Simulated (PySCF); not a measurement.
C4H7NSi. Atoms are numbered in the order given.

```xyz
13

C     -1.2073     2.3041     0.6302
C     -1.0893     1.1039     0.3941
C     -0.8345    -0.2608     0.0772
C     -1.7167    -1.2643     0.3304
Si     0.8631    -0.6217    -0.7214
N      2.2617    -0.1271     0.1953
H     -1.3464     3.3537     0.8463
H     -2.7000    -1.0759     0.7936
H     -1.4708    -2.3077     0.0733
H      0.9264     0.1155    -2.0292
H      0.9170    -2.1127    -0.9162
H      2.4420     0.8792     0.2580
H      2.4039    -0.5550     1.1150
```

Geometry optimised at PBE-D3(BJ)/def2-SVP. This is a generated structure with no PubChem entry under its InChIKey; it may be hypothetical. One conformer was computed; it need not be the lowest.

Method: PySCF with B3LYP/def2-TZVP.

ESP charges are fitted to the potential on shells at 1.4 to 2.0 van der Waals radii. Atomic charges (e):

```csv
atom,IAO,ESP fit
C1,-0.25,-0.55
C2,-0.02,0.19
C3,-0.30,-0.15
C4,-0.26,-0.36
Si5,0.94,0.64
N6,-0.84,-0.99
H7,0.20,0.33
H8,0.15,0.19
H9,0.15,0.16
H10,-0.14,-0.11
H11,-0.15,-0.11
H12,0.27,0.38
H13,0.26,0.38
```

Computed Mayer and Wiberg (Löwdin basis) orders of the bonds:
| bond | Mayer | Wiberg |
|---|---|---|
| C1–C2 | 2.79 | 2.86 |
| C2–C3 | 1.18 | 1.35 |
| C3–C4 | 1.76 | 1.98 |
| C3–Si5 | 0.90 | 0.96 |
| Si5–N6 | 1.15 | 1.52 |
| C1–H7 | 0.94 | 0.92 |
| C4–H8 | 0.95 | 0.89 |
| C4–H9 | 0.95 | 0.89 |
| Si5–H10 | 0.95 | 0.91 |
| Si5–H11 | 0.94 | 0.91 |
| N6–H12 | 0.92 | 0.95 |
| N6–H13 | 0.92 | 0.95 |
